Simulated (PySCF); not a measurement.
Computed shifts of a molecule C6H10, HF/pcSseg-1 run with PySCF, GIAO, gas phase, equivalent atoms averaged, in ppm (number of nuclei): ¹³C: 145.6 (1), 128.4 (1), 32.9 (1), 7.6 (1), -0.2 (2). ¹H: 5.87 (1), 5.56 (2), 2.66 (1), 2.48 (1), 0.78 (1), 0.51 (4). References: ¹³C against TMS (σ = 192.6 ppm); ¹H against TMS (σ = 31.99 ppm), references at their B3LYP-D3(BJ)/def2-TZVP geometries, non-relativistic. The structure is a stationary point at B3LYP-D3(BJ)/def2-SVP. One conformer was computed; it need not be the lowest.

Question: Pick the molecule that these values belong to.
A) C=CCC1CC1
B) C1=CCCCC1
C) C=C(C)/C=C/C
D) CC1=C[C@@H](C)C1

Answer: A, C=CCC1CC1
